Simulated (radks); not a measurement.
Question: These are the eigenvalues of the occupied orbitals of an atom or ion with whole-number occupations (eV). All-electron calculation, Dirac Kohn-Sham, exchange-only LDA, spin-unpolarised, spherical densities, point nucleus. Program: a radial shooting solver on a logarithmic mesh with Libxc functionals.

orbital  eigenvalue
1s1/2     -13313.05
2s1/2     -1751.811
2p1/2     -1581.200
2p3/2     -1533.795
3s1/2     -259.2716
3p1/2     -199.9475
3p3/2     -193.1023
3d3/2      -89.7801
3d5/2      -88.6917
4s1/2      -40.5727
4p1/2      -27.4705
4p3/2      -26.8156

Which element is it, and in what charge state? The configuration may be excited. Open shells, if any, are shared by 2j + 1.

Answer: Z = 35, bromine, charge +2: Br2+ in [Ar] 3d10 4s2 4p3. The list shows which subshells hold electrons but not how many an open one holds; the 1s level, -489.25 hartree, gives Z - s = 31.3 by -(Z - s)^2/2, which with screening and relativity narrows Z to a few neighbours, and the depths of the outer levels then fix element, charge and occupations together.
